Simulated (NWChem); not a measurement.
System: CH$_{6}$Ge; SMILES [CH3][GeH3]

Input file for NWChem:

```
start job
memory heap 200 mb stack 900 mb global 1100 mb
geometry units angstroms
  Ge     0.000000     0.000000    -0.389953
  C      0.000000     0.000000     1.563486
  H     -1.217244    -0.778645    -0.926139
  H      1.282949    -0.664842    -0.926139
  H     -0.065704     1.443487    -0.926139
  H     -0.912077     0.479429     1.946978
  H      0.871236     0.550168     1.946978
  H      0.040841    -1.029596     1.946978
end
basis spherical
  * library 6-31g*
end
dft
  xc hfexch
  iterations 150
end
driver
  maxiter 120
end
task dft optimize
task dft freq
```

The level has its own optimisation; frequencies are unscaled.

Predict the main results of this run. (Hartree-Fock/6-31G* (spherical d).) Quantities: r C–Ge (Å); r Ge–H (Å); r C–H (Å); highest harmonic frequency (cm⁻¹); lowest (cm⁻¹); zero-point energy (kcal/mol); dipole (D).


```yaml
r C–Ge (Å): 1.965
r Ge–H (Å): 1.542
r C–H (Å): 1.084
highest harmonic frequency (cm⁻¹): 3286
lowest (cm⁻¹): 171
zero-point energy (kcal/mol): 39.5
dipole (D): 0.67
```
